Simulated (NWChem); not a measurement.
Molecule: C$_{3}$H$_{8}$N$_{2}$Si; SMILES N[SiH](N)C#CC

```xyz
14

C      0.0161    -3.4080     0.1641
C      0.0022    -1.9650     0.0007
C     -0.0083    -0.7522    -0.1358
Si     0.0212     1.0762    -0.3692
N     -1.4218     1.6363     0.3871
N      1.3416     1.9299     0.3379
H      1.0419    -3.7790     0.3167
H     -0.5853    -3.7159     1.0340
H     -0.3942    -3.9124    -0.7250
H      0.1794     1.3183    -1.8382
H     -2.2396     1.0393     0.4132
H     -1.6703     2.6181     0.3475
H      1.4955     1.8729     1.3389
H      2.2189     1.9913    -0.1659
```
Atoms are numbered in this order, from 1.

Geometry: optimised at PBE0/def2-SVP.

Task: Give the principal values of the shielding tensors (ppm) of C1, C2, C3, Si4, N5 from PBE0/pcSseg-1, GIAO (NWChem), with their diamagnetic and paramagnetic parts as GIAO splits them.

Result: 
| atom | σ11 | σ22 | σ33 | isotropic | diamagnetic | paramagnetic |
|---|---|---|---|---|---|---|
| C1 | 170.2 | 170.4 | 196.0 | 178.8 | 251.6 | -72.8 |
| C2 | -14.4 | -12.8 | 263.5 | 78.8 | 267.7 | -189.0 |
| C3 | 5.5 | 8.8 | 271.5 | 95.3 | 258.4 | -163.1 |
| Si4 | 361.6 | 397.1 | 455.5 | 404.7 | 882.6 | -477.9 |
| N5 | 199.9 | 260.7 | 265.9 | 242.2 | 318.9 | -76.7 |
